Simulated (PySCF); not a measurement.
**Excitation energy of S(2+) by level of theory**

S(2+) [Ne] 3s2 3p2 (3P) → S(2+) [Ne] 3s1 3p2 3d1 (high-spin determinant), as a difference of total energies. Computed with PySCF 2.14 in dyall-av3z (19s12p3d2f, 84 functions), with the spin-free X2C one-electron Hamiltonian (Gaussian nucleus). Correlated levels: valence: [Ne] frozen; virtual orbitals above 40 to 60 times the deepest correlated orbital energy dropped. The calculations carry no spin-orbit coupling.

```json
{"method": "UHF", "excitation energy (eV)": "23.024"}
{"method": "LDA", "excitation energy (eV)": "23.882"}
{"method": "PBE", "excitation energy (eV)": "23.651"}
{"method": "PBE0", "excitation energy (eV)": "23.792"}
{"method": "r2SCAN", "excitation energy (eV)": "23.350"}
{"method": "wB97X-V", "excitation energy (eV)": "24.200"}
{"method": "B3LYP", "excitation energy (eV)": "24.274"}
{"method": "r2SCAN0", "excitation energy (eV)": "23.605"}
{"method": "MP2 (valence)", "excitation energy (eV)": "24.176"}
{"method": "SCS-MP2 (valence)", "excitation energy (eV)": "24.766"}
```

Q: How much does correlation contribute at MP2 (valence)?

A: 24.176 − (23.024) = 1.152 eV, measured against UHF.

A first-order spin-orbit estimate (lowest level to lowest level, LS coupling) adds 0.016 eV.

The promoted electron is Rydberg-like, and one or two diffuse shells describe it only roughly, which tends to raise the upper state.

The determinant of the upper state mixes LS terms, which raises its energy above the lowest term, most at the Hartree-Fock and MP2 levels.
